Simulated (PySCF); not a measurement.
B(H)(Cl)(Br), SMILES BrBCl (HBBrCl) at its B3LYP/def2-SVP optimised geometry (Å):

```
4

B     -0.4999     0.2199     0.0000
H     -1.0769     1.2688     0.0000
Cl    -1.4088    -1.2688    -0.0003
Br     1.4088     0.2199     0.0000
```

Calculation: B3LYP/def2-TZVP in PySCF. Cells within 0.4 Å of a nucleus heavier than hydrogen are left out (blank, or x).

Map of the electron localisation function on the plane z = 0.0 Å:

```
|000000000000000000000000000|
|000000000000000000000000000|
|000000001100000000000000000|
|000000257752000000000000000|
|000004899996100001222100000|
|000038999999300013455421000|
|000069999999600035677642100|
|000169999999710157888764200|
|000059999999721368888875310|
|000017999999733577788876310|
|000002799998546662125876410|
|00000025882xx48723xx1676410|
|0000001243xxx2871xxx3476410|
|0011222354xxx4871xxx2576410|
|013456667862257741223776410|
|135778877887534676568876410|
|146789711487411468888876310|
|1468992xxx67510147888875200|
|1468881xxx58620025777753100|
|13578850x188730002466531000|
|024678866898740000233210000|
|012456788988740000011000000|
|001235678887630000000000000|
|000012456666420000000000000|
|000001123443210000000000000|
|000000011111000000000000000|
|000000000000000000000000000|
```
Scale: ten equal steps from 0.000 (start of '0') to 1.000 (end of '9'), in the order '0123456789'; x runs from -3.50 to 3.50, y from -3.50 (bottom) to 3.50 (top).
